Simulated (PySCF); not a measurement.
# Ni²⁺ (nickel, charge +2) across methods

[Ar] 3d7 4p1, one real determinant (an excited configuration). Computed with PySCF 2.14 in x2c-QZVPPall (11s7p6d4f2g, 108 functions), with scalar relativity by spin-free X2C-1e.

```tsv
method	E (hartree)	mean ε 3d α (eV)	mean ε 3d β (eV)	mean ε 4p α (eV)	Σ⟨r²⟩ (bohr²)	⟨S²⟩
PBE0	-1518.917	-40.909	-37.797	-19.125	21.14	6.001
BHandHLYP	-1519.135	-43.955	-40.736	-19.685	21.18	6.002
B97-3	-1518.990	-41.045	-38.027	-18.998	21.13	6.001
PBE	-1518.888	-37.750	-34.915	-18.410	21.14	6.001
r2SCAN	-1519.122	-38.321	-35.376	-18.553	21.04	6.001
UHF	-1517.84605	-49.546	-45.455	-20.767	21.45	6.003
LDA	-1516.325	-38.039	-34.896	-18.484	21.05	6.001
```

Estimate the same row for r2SCANh.

E (hartree) = -1519.111; mean ε 3d α (eV) = -39.529; mean ε 3d β (eV) = -36.489; mean ε 4p α (eV) = -18.821; Σ⟨r²⟩ (bohr²) = 21.05; ⟨S²⟩ = 6.001.

⟨L²⟩ = 13.89 against 20 for a pure G term, so this real determinant mixes terms.
